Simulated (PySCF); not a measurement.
CH8O6Si2, SMILES C[Si](O)(O)O[Si](O)(O)O (GFN2-xTB optimised geometry):

```
17

Si     0.099     0.208     0.000
O     -0.560    -0.477    -1.327
O      1.724     0.208     0.000
O     -0.397     1.750     0.000
O     -0.409    -0.656     1.261
Si    -1.815    -1.450     1.583
C     -3.151    -0.222     2.106
O     -1.560    -2.434     2.841
O     -2.186    -2.331     0.265
H     -0.513     0.014    -2.144
H      2.186    -0.591     0.235
H     -0.076     2.331     0.684
H     -2.940     0.192     3.086
H     -3.219     0.603     1.403
H     -4.122    -0.703     2.154
H     -1.001    -3.201     2.740
H     -1.915    -1.956    -0.574
```

Method: CAM-B3LYP/def2-SVP in PySCF.

Problem. What are the frontier orbital energies and the dipole moment?

Solution. HOMO-2 -10.44 eV, HOMO-1 -10.32 eV, HOMO -9.79 eV, LUMO 1.77 eV, LUMO+1 2.95 eV; dipole moment 2.32 D.

On the same geometry PBE/def2-SVP in PySCF 2.14.0 gives HOMO-2 -7.12 eV, HOMO-1 -7.07 eV, HOMO -6.70 eV, LUMO 0.00 eV, LUMO+1 1.12 eV; dipole moment 2.24 D.

Meta-Löwdin charges at CAM-B3LYP/def2-SVP: Si1 1.54, O2 -0.72, O3 -0.72, O4 -0.72, O5 -0.83, Si6 1.42, C7 -0.57, O8 -0.71, O9 -0.73, H10 0.34, H11 0.34, H12 0.34, H13 0.12, H14 0.11, H15 0.12, H16 0.33, H17 0.33.
